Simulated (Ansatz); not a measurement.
Geometry optimisation, Ansatz, RKS B3LYP-D4/def2-SVP.

Input:

```yaml
crystal:
  periodic: [false, false, false]
  atoms:
    - { symbol: Hf, position_ang: [0.0, 0.0, 0.0] }
    - { symbol: Cl, position_ang: [0.0, 0.0, 2.87] }
    - { symbol: F, position_ang: [1.8671, 0.0, -0.6593] }
    - { symbol: Cl, position_ang: [-1.1869, 2.0563, -0.8392] }
    - { symbol: O, position_ang: [-0.975, -1.6891, -0.6893] }
    - { symbol: H, position_ang: [-1.4296, -2.1548, 0.0831] }
    - { symbol: O, position_ang: [0.8885, 2.0662, 0.7473] }
    - { symbol: H, position_ang: [1.6795, 1.8943, 1.3513] }
    - { symbol: H, position_ang: [0.6212, 1.4447, 2.002] }
basis:
  gaussian: { orbitals: def2-SVP }
hamiltonian:
  xc: b3lyp
  dispersion: d4
relax:
  f_tol: 0.15
  max_steps: 25
  restrain:
    - { distance: [0, 6], at: 2.07, k: 30.0 }
    - { distance: [8, 1], at: 1.37, k: 30.0 }
    - { distance: [0, 1], at: 3.72, k: 30.0 }
    - { distance: [8, 6], at: 2.21, k: 30.0 }
output:
  orbitals: {}
```

Command:

```bash
$ ansatz run input.yaml --threads 4 --pin off --max-ram 5120MiB --backend cpu --events-out ev --progress --plain --runs-dir out
```

**Question.** Where does it end, and by what steps?

**Answer.** The forces met the threshold. The restraints hold the end off the free minimum; the threshold counts their pulls, which the force column leaves out. Restrained pairs: Hf1–O7 (2.37 → 2.02 Å), Cl2–H9 (1.80 → 1.34 Å), Hf1–Cl2 (2.87 → 3.72 Å), O7–H9 (1.43 → 2.20 Å). After 16 steps the energy has fallen by 3.127 eV (the restraints' own energy left out); F3 moved furthest, 1.42 Å.

| step | energy less start (eV) | largest force component (eV/Å) | accepted |
| --- | --- | --- | --- |
| 0 | 0.0000 | 5.233 | yes |
| 1 | 0.1974 | 4.280 | yes |
| 2 | 0.0409 | 3.682 | yes |
| 3 | -0.7582 | 2.293 | yes |
| 4 | -1.7333 | 1.491 | yes |
| 5 | -2.2575 | 1.259 | yes |
| 6 | -2.6000 | 1.307 | yes |
| 7 | -2.8236 | 1.084 | yes |
| 8 | -2.9477 | 1.019 | yes |
| 9 | -2.9829 | 0.972 | yes |
| 10 | -2.9725 | 1.379 | yes |
| 11 | -3.0301 | 0.933 | yes |
| 12 | -3.0521 | 0.799 | yes |
| 13 | -3.0642 | 1.092 | yes |
| 14 | -3.0959 | 0.919 | yes |
| 15 | -3.1030 | 0.912 | yes |
| 16 | -3.1268 | 0.970 | yes |

```xyz
9
Properties=species:S:1:pos:R:3
Hf 0.256 0.439 -0.465
Cl -1.107 0.321 2.994
F 1.393 0.212 -1.985
Cl -1.516 1.870 -1.138
O -0.373 -1.303 0.019
H -0.773 -1.953 0.601
O 1.355 1.303 1.000
H 2.162 1.819 1.098
H 0.067 0.909 2.743
```

Run time: 100 s on 4 threads of Intel(R) Xeon(R) Platinum 8259CL CPU @ 2.50GHz (Skylake/Cascade Lake), on a shared host, peak memory 0.36 GiB.
